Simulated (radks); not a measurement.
Values are calculated unless marked as measured or tabulated.
The nuclear charge of neutral cobalt is varied continuously with 27 electrons held in [Ar] 3d7 4s2. Code: a radial shooting solver on a logarithmic mesh with Libxc functionals. Model: Dirac Kohn-Sham, PBE, spin-unpolarised, spherical densities, finite nucleus; open shells are shared between the two j in proportion to 2j + 1; Fermi nuclear charge, rms radius 3.7875 fm. By the Hellmann-Feynman theorem dE/dZ = E(electron-nucleus)/Z, the electronic potential at the nucleus (averaged over a nucleus of fixed radius).

Z	E (hartree)	E(electron-nucleus)/Z (hartree)	HOMO	e(HOMO) (eV)	<r> HOMO (bohr)
26.75	-1362.43636	-122.176	4s1/2	-3.539	3.069
27	-1393.17389	-123.724	4s1/2	-5.470	2.894
27.25	-1424.29791	-125.268	4s1/2	-7.593	2.746
27.5	-1455.80749	-126.808	4s1/2	-9.894	2.619
27.75	-1487.70191	-128.347	4s1/2	-12.363	2.508
28	-1519.98061	-129.883	4s1/2	-14.991	2.409

The central difference of E at Z = 27 is -123.723 hartree, to compare with the third column; the second derivative is -6.18 hartree.
